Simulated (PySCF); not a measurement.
PySCF 2.14 output of an unrestricted r2SCAN calculation on a single atom or ion in ANO-RCC-VTZP (8s7p5d3f2g1h, 104 functions), with the spin-free X2C one-electron Hamiltonian (Gaussian nucleus):

```
SCF conv_tol = 1e-09
number electrons alpha = 32  beta = 27
    J. W. Furness, A. D. Kaplan, J. Ning, J. P. Perdew, and J. Sun.,  J. Phys. Chem. Lett. 11, 8208-8215 (2020)
    J. W. Furness, A. D. Kaplan, J. Ning, J. P. Perdew, and J. Sun.,  J. Phys. Chem. Lett. 11, 9248-9248 (2020)
    J. W. Furness, A. D. Kaplan, J. Ning, J. P. Perdew, and J. Sun.,  J. Phys. Chem. Lett. 11, 8208-8215 (2020)
    J. W. Furness, A. D. Kaplan, J. Ning, J. P. Perdew, and J. Sun.,  J. Phys. Chem. Lett. 11, 9248-9248 (2020)
cycle= 1 E= -9622.62958053858  delta_E= -0.0129  |g|= 0.121  |ddm|= 0.201
cycle= 2 E= -9622.62751874888  delta_E= 0.00206  |g|= 0.156  |ddm|= 0.0959
cycle= 3 E= -9622.63204268739  delta_E= -0.00452  |g|= 0.00606  |ddm|= 0.0585
cycle= 4 E= -9622.63205079535  delta_E= -8.11e-06  |g|= 0.00029  |ddm|= 0.00335
cycle= 5 E= -9622.63205083951  delta_E= -4.42e-08  |g|= 3.73e-05  |ddm|= 0.000356
cycle= 6 E= -9622.63205083986  delta_E= -3.55e-10  |g|= 7.36e-06  |ddm|= 2.54e-05
converged SCF energy = -9622.63205083986  <S^2> = 8.7537012  2S+1 = 6.0012336
```

The run itself started from symmetry-adapted Hartree-Fock orbitals and held the occupation by maximum overlap, on a logarithmic radial grid, so the iterations belong to that start.

Task: Which element, charge and spin multiplicity is this?

Result: Nd⁺ (neodymium, charge +1), multiplicity 6; the state was [Xe] 4f4 6p1, one real determinant (an excited configuration).

⟨L²⟩ = 36.02 against 56 for a pure K term, so this real determinant mixes terms. Spin-orbit coupling, absent here, splits the open shell strongly.
